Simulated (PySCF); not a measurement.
## Telling isomers of C5H11FOSi2 apart by NMR

Non-relativistic Hamiltonian, single conformer, in vacuum, equivalent nuclei averaged. GIAO PBE0/pcSseg-1 shieldings; GFN2-xTB structure; PySCF 2.14.

Chemical shifts δ = σref − σ; 1H, 13C vs TMS, all at this level. Splittings of carbon signals by F and P are missing where no couplings were computed. Where no couplings were computed, multiplicities follow the n + 1 count of equivalent neighbours, and m marks all less simple cases (inequivalent or close neighbours, rings, F or P nearby). Shifts are as computed. Against solution values, carbons near 30 ppm lie about +3 ppm off and those near 130 ppm about +5 ppm. Of 1211 compounds with measured shifts, 218 miss one by over three times the rms of a fit or turn the order of signals round; such compounds aren't used in these exercises. OH and NH positions are gas-phase values without hydrogen bonding to other molecules.

(1) Tabulate the signals of `CC(=O)[SiH2]C/C([SiH3])=C/F`, `OCCC1=C(CF)[SiH2][SiH2]1` and their relative energies.

(2) What is the quickest way to tell CC(=O)[SiH2]C/C([SiH3])=C/F from OCCC1=C(CF)[SiH2][SiH2]1?

## Answers

(1) 
```tsv
SMILES	carbon types	δC	δH	E rel. (kcal/mol)
CC(=O)[SiH2]C/C([SiH3])=C/F	2×C 1×CH 1×CH2 1×CH3	242.8, 164.0, 112.9, 40.6, 14.9	7.17 (m, 1H), 4.30 (t, 2H), 4.21 (s, 3H), 2.43 (s, 3H), 1.92 (t, 2H)	0.0
OCCC1=C(CF)[SiH2][SiH2]1	2×C 3×CH2	179.1, 168.0, 86.9, 63.3, 43.4	5.62 (m, 2H), 4.83 (m, 2H), 4.62 (m, 2H), 3.89 (t, 2H), 2.39 (t, 2H), 1.08 (br s, 1H)	2.8
```

Energies are electronic energies at PBE0/pcSseg-1 on these geometries, without zero-point or thermal terms, each for the one conformer computed, which needn't be the lowest.

(2) Both give the same number of carbon signals, but DEPT or the intensities differ. The first has a carbonyl carbon (C) at 242.8 ppm, the second a fully substituted alkene carbon (C) at 179.1 ppm. In the proton spectra the most deshielded non-exchanging signals are 7.17 (m, 1H) and 5.62 (m, 2H).
